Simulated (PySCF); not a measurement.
## Correlation energy of I (iodine, neutral)

[Kr] 4d10 5s2 5p5, 2P determinant. Computed with PySCF 2.14 in x2c-TZVPPall with one added diffuse shell each of s, p, d, f type (9s7p5d3f, 76 functions), with scalar relativity by spin-free X2C-1e. Frozen: [Kr] 4d10; 7 electrons correlated.

```tsv
level	correlation energy (mhartree)
CCSD	-127.02
(T)	-3.96
CCSD(T)	-130.98
```

Diagnostics: T1 = 0.0070, D1 = 0.0210, largest double amplitude 0.043.

Cost of the coupled-cluster step: roughly 3 core-seconds, for 7 correlated electrons.

Iterations:

```
CC2 = 0
CCSD nocc = (np.int64(4), np.int64(3)), nmo = (53, 53)
frozen orbitals [[0, 1, 2, 3, 4, 5, 6, 7, 8, 9, 10, 11, 12, 13, 14, 15, 16, 17, 18, 19, 20, 21, 22], [0, 1, 2, 3, 4, 5, 6, 7, 8, 9, 10, 11, 12, 13, 14, 15, 16, 17, 18, 19, 20, 21, 22]]
max_cycle = 100
direct = 0
conv_tol = 1e-08
conv_tol_normt = 1e-06
diis_space = 8
diis_start_cycle = 0
Init t2, MP2 energy = -0.109342847172054
Init E_corr(UCCSD) = -0.109342847172431
cycle = 1  E_corr(UCCSD) = -0.122832996956994  dE = -0.0134901498  norm(t1,t2) = 0.0412154
cycle = 2  E_corr(UCCSD) = -0.125758733439148  dE = -0.00292573648  norm(t1,t2) = 0.0135553
cycle = 3  E_corr(UCCSD) = -0.127062497710864  dE = -0.00130376427  norm(t1,t2) = 0.00567519
cycle = 4  E_corr(UCCSD) = -0.12702686993126  dE = 3.56277796e-05  norm(t1,t2) = 0.000915088
cycle = 5  E_corr(UCCSD) = -0.127015569522676  dE = 1.13004086e-05  norm(t1,t2) = 0.000242616
cycle = 6  E_corr(UCCSD) = -0.127018525595759  dE = -2.95607308e-06  norm(t1,t2) = 8.07679e-05
cycle = 7  E_corr(UCCSD) = -0.127018643299297  dE = -1.17703538e-07  norm(t1,t2) = 1.97058e-05
cycle = 8  E_corr(UCCSD) = -0.127018585728548  dE = 5.75707487e-08  norm(t1,t2) = 5.77228e-06
cycle = 9  E_corr(UCCSD) = -0.127018582841443  dE = 2.88710481e-09  norm(t1,t2) = 1.83236e-06
cycle = 10  E_corr(UCCSD) = -0.127018580279641  dE = 2.56180205e-09  norm(t1,t2) = 3.69706e-07
UCCSD converged
E(UCCSD) = -7112.788335411449  E_corr = -0.1270185802796414
UCCSD(T) correction = -0.00395623987947158
```
